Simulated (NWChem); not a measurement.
System: C3H4ClF; SMILES C/C=C(\F)Cl

The following NWChem deck was run.

```
start job
memory heap 200 mb stack 900 mb global 1100 mb
geometry units angstroms noautosym nocenter noautoz
  C     -0.335025     2.382772     0.000000
  C     -0.736345     0.935716     0.000000
  C      0.132128    -0.070009     0.000000
  F      1.459198     0.103562     0.000000
  Cl    -0.292649    -1.758601     0.000000
  H     -0.735180     2.898221    -0.882390
  H      0.751535     2.496354     0.000000
  H     -0.735180     2.898221     0.882390
  H     -1.791492     0.683490     0.000000
end
basis spherical
  * library 6-31g*
end
dft
  xc b3lyp
  iterations 150
end
cosmo
  do_cosmo_smd true
  solvent toluene
end
task dft energy
```

Excerpt of the output:

```
             Northwest Computational Chemistry Package (NWChem) 7.3.0
             --------------------------------------------------------

                             Geometry "geometry" -> ""
                             -------------------------

 Output coordinates in angstroms (scale by  1.889725989 to convert to a.u.)

  No.       Tag          Charge          X              Y              Z
 ---- ---------------- ---------- -------------- -------------- --------------
    1 C                    6.0000    -0.33502500     2.38277200     0.00000000
    2 C                    6.0000    -0.73634500     0.93571600     0.00000000
    3 C                    6.0000     0.13212800    -0.07000900     0.00000000
    4 F                    9.0000     1.45919800     0.10356200     0.00000000
    5 Cl                  17.0000    -0.29264900    -1.75860100     0.00000000
    6 H                    1.0000    -0.73518000     2.89822100    -0.88239000
    7 H                    1.0000     0.75153500     2.49635400     0.00000000
    8 H                    1.0000    -0.73518000     2.89822100     0.88239000
    9 H                    1.0000    -1.79149200     0.68349000     0.00000000

 Effective nuclear repulsion energy (a.u.)     212.0639765498

                                 NWChem DFT Module
                                 -----------------

 Summary of "ao basis" -> "ao basis" (spherical)
 ------------------------------------------------------------------------------
       Tag                 Description            Shells   Functions and Types
 ---------------- ------------------------------  ------  ---------------------
 C                           6-31g*                  6       14   3s2p1d
 F                           6-31g*                  6       14   3s2p1d
 Cl                          6-31g*                  8       18   4s3p1d
 H                           6-31g*                  2        2   2s

 in cosmo_initialize ...
 calling solv_data for solv:toluene

 solvent parameters
 solvname_short: toluene
 solvname_long:  toluene
 dielec:        2.3741
 dielecinf:     2.2383
 nonaqueous SMD model solvent descriptors
 dielec:        2.3741
 sola:          0.0000
 solb:          0.1400
 solc:          0.8570
 solg:         40.2000
 solh:          0.0000
 soln:          1.4961

          ---------------
          -cosmo- solvent
          ---------------
 Cosmo: York-Karplus, doi: 10.1021/jp992097l
 dielectric constant -eps-     =   2.37
 screen = (eps-1)/(eps    )    =   0.57879
 surface charge correction     = lagrangian

   van der Waals surface
 --------------------------

 ---------- ATOMIC COORDINATES (A.U.) ------------ VDWR(ANG.) --
     1   -0.63310545    4.50278617    0.00000000     1.850
     2   -1.39149028    1.76824684    0.00000000     1.850
     3    0.24968572   -0.13229783    0.00000000     1.850
     4    2.75748438    0.19570380    0.00000000     1.730
     5   -0.55302642   -3.32327401    0.00000000     2.380
     6   -1.38928875    5.47684354   -1.66747532     1.200
     7    1.42019522    4.71742503    0.00000000     1.200
     8   -1.38928875    5.47684354    1.66747532     1.200
     9   -3.38542899    1.29160882    0.00000000     1.200
 number of segments per atom =        128
 number of   points per atom =        128
 atom (   nspa,  nppa )
 ----------------------
    1 (     64,     0 )       0
    2 (     44,     0 )       0
    3 (     20,     0 )       0
    4 (     76,     0 )       0
    5 (    100,     0 )       0
    6 (     55,     0 )       0
    7 (     48,     0 )       0
    8 (     55,     0 )       0
    9 (     50,     0 )       0
 number of -cosmo- surface points =      512
 molecular surface =    130.095 angstrom**2
 molecular volume  =    108.917 angstrom**3
 -lineq- algorithm             =   0
 -bem- low  level              =   3
 -bem- from -octahedral-
 gaussian surface charge width =   4.50000
 degree of switching           =   1.00000
 switching function tolerance  =   0.00010
 atomic radii =
 --------------
    1  6.000  1.850
    2  6.000  1.850
    3  6.000  1.850
    4  9.000  1.730
    5 17.000  2.380
    6  1.000  1.200
    7  1.000  1.200
    8  1.000  1.200
    9  1.000  1.200
 ...... end of -cosmo- initialization ......

[...]

                                COSMO-SMD solvation results
                                ---------------------------

             internal energy in gas <Psi(g)|H|Psi(g)> =      -676.727654923320
         internal energy in solvent <Psi(s)|H|Psi(s)> =      -676.727493717955
                               delta internal energy  =         0.000161205366 (    0.10 kcal/mol)
   total free energy in solvent <Psi(s)|H+V/2|Psi(s)> =      -676.729445513781
 polarization energy contribution <Psi(s)|V/2|Psi(s)> =        -0.001951795826 (   -1.22 kcal/mol)
    total free energy in solvent including G(SMD-CDS) =      -676.731776125810
                       G(SMD-CDS) energy contribution =        -0.002330612029 (   -1.46 kcal/mol)
     1 M fixed-concentration free energy of solvation =        -0.004121202490 (   -2.59 kcal/mol)

                       DFT Final Molecular Orbital Analysis
                       ------------------------------------

 Vector   22  Occ=2.000000D+00  E=-3.556413D-01
              MO Center= -6.3D-02, -1.2D+00,  3.8D-10, r^2= 2.3D+00
   Bfn.  Coefficient  Atom+Function         Bfn.  Coefficient  Atom+Function
  ----- ------------  ---------------      ----- ------------  ---------------
    65      0.638375  5 Cl pz                69      0.330865  5 Cl pz
    47     -0.253920  4 F  pz                61     -0.249645  5 Cl pz
    51     -0.189277  4 F  pz                33      0.158305  3 C  pz
    37      0.080775  3 C  pz                19      0.071854  2 C  pz
     5     -0.066030  1 C  pz                 9     -0.049501  1 C  pz

 Vector   23  Occ=2.000000D+00  E=-3.322487D-01
              MO Center= -2.4D-01, -1.5D+00,  4.1D-11, r^2= 1.9D+00
   Bfn.  Coefficient  Atom+Function         Bfn.  Coefficient  Atom+Function
  ----- ------------  ---------------      ----- ------------  ---------------
    63      0.692986  5 Cl px                67      0.356101  5 Cl px
    59     -0.269315  5 Cl px                64     -0.176845  5 Cl py
    46      0.137936  4 F  py                18     -0.106624  2 C  py
    50      0.099796  4 F  py                 4      0.097377  1 C  py
    68     -0.097466  5 Cl py                20      0.089750  2 C  s

 Vector   24  Occ=2.000000D+00  E=-2.477598D-01
              MO Center= -2.6D-01,  2.6D-01, -3.7D-10, r^2= 2.8D+00
   Bfn.  Coefficient  Atom+Function         Bfn.  Coefficient  Atom+Function
  ----- ------------  ---------------      ----- ------------  ---------------
    19      0.378994  2 C  pz                33      0.355886  3 C  pz
    65     -0.334410  5 Cl pz                23      0.294580  2 C  pz
    47     -0.213344  4 F  pz                69     -0.206130  5 Cl pz
    37      0.204282  3 C  pz                51     -0.172346  4 F  pz
    61      0.127779  5 Cl pz                 5     -0.111144  1 C  pz

 Vector   25  Occ=0.000000D+00  E= 1.592931D-02
              MO Center= -2.9D-01,  4.6D-01, -1.4D-09, r^2= 2.4D+00
   Bfn.  Coefficient  Atom+Function         Bfn.  Coefficient  Atom+Function
  ----- ------------  ---------------      ----- ------------  ---------------
    23      0.588608  2 C  pz                37     -0.576741  3 C  pz
    33     -0.497527  3 C  pz                19      0.421153  2 C  pz
    76      0.221342  6 H  s                 80     -0.221343  8 H  s
    47      0.177585  4 F  pz                51      0.178289  4 F  pz
    69      0.177061  5 Cl pz                65      0.150183  5 Cl pz

 Vector   26  Occ=0.000000D+00  E= 2.860869D-02
              MO Center= -2.2D-01, -1.1D+00,  4.6D-09, r^2= 2.8D+00
   Bfn.  Coefficient  Atom+Function         Bfn.  Coefficient  Atom+Function
  ----- ------------  ---------------      ----- ------------  ---------------
    34      1.232684  3 C  s                 68     -0.919694  5 Cl py
    66     -0.711612  5 Cl s                 36     -0.611512  3 C  py
    32     -0.437393  3 C  py                64     -0.424373  5 Cl py
    82     -0.247302  9 H  s                 67     -0.233365  5 Cl px
    62     -0.211451  5 Cl s                 30      0.201138  3 C  s

 Vector   27  Occ=0.000000D+00  E= 1.033319D-01
              MO Center= -3.7D-01,  1.3D+00, -3.0D-09, r^2= 5.0D+00
   Bfn.  Coefficient  Atom+Function         Bfn.  Coefficient  Atom+Function
  ----- ------------  ---------------      ----- ------------  ---------------
     6      1.781611  1 C  s                 82     -0.874675  9 H  s
    76     -0.754530  6 H  s                 80     -0.754530  8 H  s
    78     -0.639280  7 H  s                 34     -0.589430  3 C  s
    21     -0.451862  2 C  px                48      0.453393  4 F  s
    35     -0.423044  3 C  px                22     -0.374005  2 C  py

     Multipole analysis of the density
     ---------------------------------

     L   x y z        total         alpha         beta         nuclear
     -   - - -        -----         -----         ----         -------
     0   0 0 0     -0.000000    -24.000000    -24.000000     48.000000

     1   1 0 0     -0.444526     -0.233583     -0.233583      0.022639
     1   0 1 0      0.691470      0.815331      0.815331     -0.939192
     1   0 0 1      0.000000      0.000000      0.000000      0.000000

     2   2 0 0    -26.170205    -65.768865    -65.768865    105.367525
     2   1 1 0     -0.630866      4.112564      4.112564     -8.855994
     2   1 0 1      0.000000      0.000000      0.000000      0.000000
     2   0 2 0    -24.766131   -218.645532   -218.645532    412.524933
     2   0 1 1      0.000000      0.000000      0.000000      0.000000
     2   0 0 2    -26.877297    -16.219122    -16.219122      5.560948
```

Level: B3LYP/6-31G* (spherical d), SMD on the gas-phase geometry. All runs use the structure optimised with B3LYP/6-31G* (spherical d). Solvent: toluene.
